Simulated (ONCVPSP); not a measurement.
Ranking ONCV potentials for oxygen

All share these settings but for the change named:

```
Element                 : O (Z = 8)
Generator               : ONCVPSP 4.0.1
Type                    : optimised norm-conserving Vanderbilt (ONCV)
Functional              : PW91
Relativity              : non-relativistic
Frozen core             : [He]
Valence charge          : 6
Reference configuration : 2s1.75 2p4.25
Partial waves           : 2s: rc 0.70 bohr, ncon 4, nbas 8, qcut 8 1/bohr, 2 projectors, debl 3.6 Ha; 2p: rc 1.10 bohr, ncon 4, nbas 7, qcut 13.5 1/bohr, 1 projector
Local potential         : polynomial inside 0.65 bohr (lpopt 5, dvloc0 4 Ha)
Core correction         : polynomial model core, fcfact 0.55
```

Test errors are all-electron minus pseudo excitation energies from the reference, over 2s2 2p4; 2s2 2p3; 2s2 2p2; 2s1 2p5. None of these files shows a bound ghost.

The base gives 29.1 meV.

Of 8 variants that were run, those that failed, showed a ghost or another fault, or gave nearly equal values are left out.

A variant can come out equal or close to the base, since the largest error may sit in a test that the change hardly touches while other tests move.

(1) Rank these variants by their largest absolute test error, smallest first.
A. s: qcut 10.7; p: qcut 18.1
B. s: qcut 7.3; p: qcut 12.2
C. s: qcut 11.4; p: qcut 19.3
D. s: qcut 7.9; p: qcut 13.4
E. s: qcut 6.2; p: qcut 10.5

Results:

(1) A (12.2 meV), C (14.1 meV), D (29.9 meV), B (39.2 meV), E (56.1 meV).
